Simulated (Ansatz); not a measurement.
Program: Ansatz. Geometries: PBE0-D4/def2-TZVP. ΔE: electronic, gas phase. CCSD(T)/CBS adds triple-zeta CCSD(T) − MP2 to the extrapolated MP2 energy (def2 sets, frozen cores). This one scheme is used for every species. Functionals use def2-TZVPP. HSE06 is defined as in plane-wave codes. For Zn outer-core shells are correlated without core-valence functions, which leaves a few kJ/mol of doubt a bond. Scalar relativity is left out up to krypton. One conformer a species, not always the lowest.

Consider the ligand exchange at a Zn–N bond: `[SiH3][N]([SiH3])[Zn][Cl]` + CH₃OH → `C[O][Zn][Cl]` + `[SiH3]N[SiH3]`.

`[SiH3][N]([SiH3])[Zn][Cl]`:

```xyz
11

Si   -0.109   -0.063   -1.638
N     0.160   -0.090    0.066
Si   -0.894    0.644    1.219
Zn    1.643   -0.952    0.686
Cl    3.338   -1.937    1.395
H     1.026   -0.765   -2.302
H    -0.179    1.330   -2.162
H    -1.375   -0.752   -2.012
H    -0.314    0.441    2.577
H    -1.042    2.105    0.978
H    -2.255    0.040    1.192
```

CH₃OH:

Z-matrix (Å, degrees):
```
C
O 1 1.409
H 1 1.097 2 112.4
H 1 1.090 2 107.0 3 -118.5
H 1 1.097 2 112.4 3 123.0
H 2 0.959 1 108.5 3 -61.6
```

`C[O][Zn][Cl]`:

```xyz
7

C    -0.497    0.611    0.788
O    -0.345    0.385   -0.588
Zn    0.675   -0.840   -1.342
Cl    1.828   -2.231   -2.379
H    -1.198    1.441    0.924
H    -0.907   -0.258    1.318
H     0.445    0.892    1.278
```

`[SiH3]N[SiH3]`:

Z-matrix (Å, degrees):
```
Si
N 1 1.726
H 1 1.490 2 112.6
H 1 1.484 2 107.4 3 119.9
H 1 1.489 2 110.9 3 -120.0
Si 2 1.726 1 128.9 3 -109.8
H 2 1.011 1 115.5 3 66.2
H 6 1.490 2 112.6 1 109.8
H 6 1.484 2 107.4 1 -10.1
H 6 1.488 2 110.9 1 -130.1
```

Q: Is it downhill or uphill in electronic energy at CCSD(T)/CBS, and by how much? (Estimate.)

A: Computed: Uphill: ΔE = +14.4 kJ/mol.

Q: What do these levels give: PBE-D4, revPBE-D4, PBE0-D4, r2SCANh-D4, r2SCAN0-D4, HSE06-D4, ωB97M-V, BLYP, BHLYP, RPA@PBE/def2-TZVPP, MP2/def2-SVP, SCS-MP2/def2-QZVPP? (Estimate.)

A: The calculation gave: PBE-D4 10.8, revPBE-D4 11.7, PBE0-D4 14.8, r2SCANh-D4 12.4, r2SCAN0-D4 14.2, HSE06-D4 15.0, ωB97M-V 12.1, BLYP -3.4, BHLYP 4.4, RPA@PBE/def2-TZVPP 16.6, MP2/def2-SVP 18.6, SCS-MP2/def2-QZVPP 13.1 kJ/mol.

Largest T1 diagnostic among the species: 0.015.

At CCSD(T), def2-SVP lies +3.3 kJ/mol from the extrapolated value and def2-TZVPP +2.5 kJ/mol. In def2-TZVPP, CCSD(T) changes the Hartree–Fock value by +12.5 kJ/mol (the triples alone add +2.3 kJ/mol) and MP2 by +14.5 kJ/mol.
